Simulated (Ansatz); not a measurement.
Relaxation of Cl2F2Zr (5 atoms, charge 0, multiplicity 1), to a largest force component of 0.02 eV/Å in at most 40 steps.

All numbers below come from RKS r2SCAN/def2-SVP in Ansatz 0.2.0.

```xyz
5
Properties=species:S:1:pos:R:3
Zr 0.000 0.000 0.000
Cl 0.000 0.000 2.520
F 1.867 0.000 -0.659
F -0.933 1.616 -0.659
Cl -1.187 -2.056 -0.839
```

Question: Where does it end, and by what steps?

Answer: The forces met the threshold. After 4 steps the energy has fallen by 0.671 eV; Cl2 moved furthest, 0.16 Å.

```
step  energy less start (eV)  largest force component (eV/Å)  accepted
   0                  0.0000                           2.302       yes
   1                 -0.6219                           0.957       yes
   2                 -0.6694                           0.052       yes
   3                 -0.6712                           0.021       yes
   4                 -0.6712                           0.003       yes
```

```xyz
5
Properties=species:S:1:pos:R:3
Zr -0.014 -0.025 0.021
Cl -0.001 -0.002 2.363
F 1.765 -0.008 -0.618
F -0.888 1.524 -0.619
Cl -1.114 -1.930 -0.785
```

The run took 29 s on 2 threads of Arm Neoverse V2, on a shared host, peak memory 0.17 GiB.
